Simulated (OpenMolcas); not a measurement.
Ar6+: effect of the basis set

```json
{
  "Program": "OpenMolcas",
  "Method": "SS-RASPT2, IPEA 0.25 Eh, imaginary shift 0.1 Eh (closed shells correlated: 2s 2p)",
  "Active space": "2 electrons in 9 orbitals (RAS2 3s 3p; RAS3 3d, at most 2 electrons)",
  "State averaging": "2S+1 = 3 even, 3 roots; 2S+1 = 1 even, 7 roots; 2S+1 = 3 odd, 3 roots; 2S+1 = 1 odd, 3 roots",
  "Spin-orbit coupling": "RASSI with atomic mean-field integrals over the reference wave functions, term energies averaged over their components"
}
```

A. ANO-RCC-VTZP [5s4p2d1f], DKH2, point nucleus; CASPT2 step about 6 core-seconds
B. ANO-R2 [5s4p3d1f], X2C, finite nucleus; CASPT2 step roughly 5 core-seconds
C. ANO-RCC-VQZP [6s5p3d2f1g], DKH2, point nucleus; CASPT2 step of the order of 8 core-seconds
D. ANO-RCC [8s7p5d4f2g], DKH2, point nucleus; CASPT2 step of the order of 25 core-seconds

Energies in cm-1 above 3s2 1S0, the measured ground level; measured values from Saloman, J. Phys. Chem. Ref. Data 39, 033101 (2010).

```csv
Level,A,B,C,D,Measured
3s2 1S0,0.0,0.0,0.0,0.0,0.0
3s 3p 3P* 0,112671,113995,112775,113375,113101
3s 3p 3P* 1,113429,114757,113510,114119,113906
3s 3p 3P* 2,115001,116343,115037,115665,115590
3s 3p 1P* 1,173122,171434,172554,171413,170722
3p2 1D2,269136,266973,268882,266361,264749
3p2 3P0,270967,271800,270800,270786,269836
3p2 3P1,271822,272673,271634,271636,270777
3p2 3P2,273585,274356,273347,273286,272562
```

Deviations, from unrounded energies. A percentage is the sum of absolute deviations over the sum of measured energies, with the sign that they share, or ± where signs differ.

```
           Against measurement  Levels     A     B     C     D
mean absolute deviation (cm-1)       8  1400  1400  1200   670
      other configurations (%)       8  ±0.7  +0.7  ±0.6  +0.3
```

D lies closest to measurement on these levels and A furthest from it. The largest miss of D in the table is 3p2 1D2, by +1600 cm-1. The ranking rests on the paired levels alone, and a cruder setting can come out closer through cancelling errors.

Among A to D the level of the table that moves most is 3p2 1D2, by 2800 cm-1 (lowest in D, highest in A).

Active for correlation alone: 3d; no level in the range computed is led by a configuration that fills it, so any true level of that kind is missing. Some terms mix strongly with configurations of 3d, whose occupation reaches 0.17 (3p2 1D) (figures for A; the like holds for B, C, D). Some levels mix across a computed gap that differs much from the measured one, so their mixing is not that of the real levels (holds for A). Computed and measured levels are paired by configuration, term and J; levels that our copy of the source lacks, or whose pairing is in doubt (as where it misses far off the trend of its configuration), stay unpaired and out of the deviations. Levels of configurations outside the active space are missing. Levels that lie high or do not pair safely by name in every column are left out.

* marks odd parity.
